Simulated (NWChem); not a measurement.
System: BH2Cl; SMILES ClB

```xyz
4

B      0.0000     0.0000     1.1808
H      0.0000    -1.0495     1.7419
H      0.0000     1.0495     1.7419
Cl     0.0000     0.0000    -0.5522
```
Atoms are numbered in this order, from 1.

Results from NWChem. Pople sets run with spherical d functions. Geometry: optimised at PBE0-D3(BJ)/def2-TZVP. Ions are spin-unrestricted doublets at the neutral geometry; other ion states weren't tried.

Estimate the computed values for PBE/6-31+G*. Quantities: vertical ionisation energy, ΔSCF (eV); −ε(HOMO) (eV).


```yaml
vertical ionisation energy, ΔSCF (eV): 11.10
"−ε(HOMO) (eV)": 7.30
```
